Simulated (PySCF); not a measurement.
## Two-component Hartree-Fock for Fe⁺ (iron, charge +1)

Start: [Ar] 3d7; 3d3/2 filled at m_j = +1/2, +3/2; 3d5/2 filled at m_j = -3/2, -1/2, +1/2, +3/2, +5/2. Calculated with PySCF 2.14 in x2c-TZVPall-2c with one added diffuse shell each of s, p, d type (7s8p5d1f, 63 functions): generalised Hartree-Fock with the X2C-1e Hamiltonian and a Gaussian nucleus; one run each with spin-orbit coupling (SO) switched off, then screened by Boettger's factors. This is a chosen level, not necessarily the ground level.

| spinor shell | electrons | ε, spin-free (eV) | ε, screened SO (eV) | weight of nominal j (screened SO) | rms radius, screened SO (bohr) |
| --- | --- | --- | --- | --- | --- |
| 1s1/2 | 2 | -7178.0 | -7177.9 | 1.000 | 0.0675 |
| 2s1/2 | 2 | -884.63 | -884.60 | 1.000 | 0.288 |
| 2p1/2 | 2 | -750.50 | -759.43 | 0.995 | 0.259 |
| 2p3/2 | 4 | -750.50 | -746.11 | 0.998 | 0.261 |
| 3s1/2 | 2 | -117.93 | -117.93 | 1.000 | 0.878 |
| 3p1/2 | 2 | -77.872 | -79.876 | 0.644 | 0.944 |
| 3d5/2 | 5 | -19.031 | -20.078 | 0.585 | 1.31 |
| 3d3/2 | 2 | -19.031 | -16.449 | 0.682 | 1.44 |

Q: Where does 3p3/2 lie, and what is the 3p spin-orbit splitting (screened SO)?

A: At -76.884 eV, 2.992 eV above 3p1/2.

| quantity | spin-free | screened SO |
| --- | --- | --- |
| E (hartree) | -1271.01446 | -1271.03676 |
| M_J | 9/2 | 9/2 |
| ⟨J²⟩ | 24.765 | 24.764 |
| ⟨L²⟩ | 12.004 | 11.995 |
| ⟨S²⟩ | 3.761 | 3.773 |

Each row is a mean over spinors that exchange with the open shell spreads, by up to 12.498 eV (3p3/2).

Rows whose weight is well below 1 are mixtures of j = l ± 1/2: exchange outweighs spin-orbit coupling there, and the label is only the starting occupation.

Without spin-orbit coupling the j labels of p, d and f shells carry no meaning; the spin-free column gives the mean over the occupied spinors of each nl shell.
